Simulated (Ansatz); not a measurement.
Several settings on one geometry of the cluster B2N2 (the lowest singlet isomer of a short search) (that of the charge 0 singlet, r2SCAN-D4/def2-TZVP). Ansatz on 4 threads of Arm Neoverse V1 on a shared host; times are rough.

```xyz
4

B    -0.0352    0.7425   -0.0668
B     0.0351   -0.7426    0.0667
N    -1.1882   -0.0575   -0.0138
N     1.1882    0.0575    0.0138
```

Totals from different functionals, basis sets or treatments of relativity can't be compared as stabilities.

LC-ωPBE has ω = 0.4 bohr⁻¹. Correlated methods freeze 4 core orbitals.

At r2SCAN-D4/def2-TZVP a triplet lies 1.06 eV below the restricted singlet of charge 0, at its own geometry.

The spins typed aren't always the lowest for that charge.

(1) Give the basis size and estimate the energy, ⟨S²⟩, dipole and time of these runs.

| run | method | charge | state | further keys |
| --- | --- | --- | --- | --- |
| 1 | RKS LC-ωPBE/aug-cc-pVDZ | 0 | singlet | forces asked |
| 2 | RHF/cc-pVDZ | 0 | singlet | scf: {omitted_lower_state_checks: [starts]}; forces asked |
| 3 | RKS LC-ωPBE/def2-SVPD | 0 | singlet | forces asked |
| 4 | UKS PBE0-DH/STO-3G | 1 | doublet | scf: {lower_state_search: off}; forces asked |

## Answers

(1) 
| run | functions | energy (Eh) | ⟨S²⟩ | dipole (D) | wall time |
| --- | --- | --- | --- | --- | --- |
| 1 | 92 | -158.9206 | – | 0.00 | 2.1 s |
| 2 | 56 | -158.0962 | – | 0.00 | 0.2 s |
| 3 | 80 | -158.7993 | – | 0.00 | 1.8 s |
| 4 | 20 | -156.4220 | 0.81 | – | 0.6 s |

The restricted singlet is unstable towards broken spin symmetry at other levels; at RKS LC-ωPBE/aug-cc-pVDZ, RHF/cc-pVDZ, RKS LC-ωPBE/def2-SVPD this wasn't settled.
